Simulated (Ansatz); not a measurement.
A structure relaxed at r2SCAN-D4/def2-TZVP in Ansatz, charge 0, singlet:

Cartesian coordinates in Å:
```
Pd 0.002 -0.002 0.000
Br -0.494 -0.260 -2.276
Br 0.493 0.262 2.276
```

(1) Give its formula and point group.

(2) Summarise the bond lengths by kind (pairs closer than 1.2 times the sum of covalent radii, bridged metal pairs left out).

Results:

(1) the cluster PdBr₂. Point group D∞h (tolerance 0.1 Å).

(2) 2 × Br–Pd 2.34 Å. The metal has 2 neighbours: Br 2.34 Å, Br 2.34 Å.

In the def2 sets Pd takes a core potential; there is no spin–orbit coupling. An occupied level lies above an empty one. Another isomer (triplet) lies 0.69 eV lower at PBE0-D4/def2-TZVP; other spin states weren't run for this one.
